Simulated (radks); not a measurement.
Values are calculated unless marked as measured or tabulated.
Excited configurations of N2+: one electron is placed in a higher orbital outside [He] 2s2. The ground configuration is [He] 2s2 2p1. Code: a radial shooting solver on a logarithmic mesh with Libxc functionals. Model: non-relativistic Kohn-Sham, PBE, spin-unpolarised, spherical densities, point nucleus. Excitation = E - E(ground); binding = E(ion) - E, where the ion is the core of charge +3; n* = 3/sqrt(2 binding) in atomic units, and the quantum defect is n - n*.

outer orbital  excitation (eV)  binding (eV)     n*  quantum defect  eigenvalue (eV)  <r> (bohr)
3s                      27.143        19.942  2.478           0.522          -16.855       3.126
4s                      36.698        10.386  3.434           0.566           -8.883       6.016
4d                      38.634         8.451  3.807           0.193           -7.019       6.386
5p                      41.204         5.880  4.563           0.437           -5.064       10.34
6d                      43.303         3.782  5.690           0.310           -3.267       15.64
7p                      44.156         2.929  6.466           0.534           -2.564       21.22

The Delta-SCF ionisation energy is 47.084 eV (NIST Atomic Spectra Database: 47.445 eV, semi-empirical). Self-interaction in the functional shifts the binding energies and quantum defects, so they are the method's values and not measured ones. Spin polarisation and multiplet splitting are left out, so open shells lie too high by an amount that depends on their filling.

Beside tabulated values, note that spin-unpolarised runs miss the spin-polarisation part of the exchange energy of open shells.
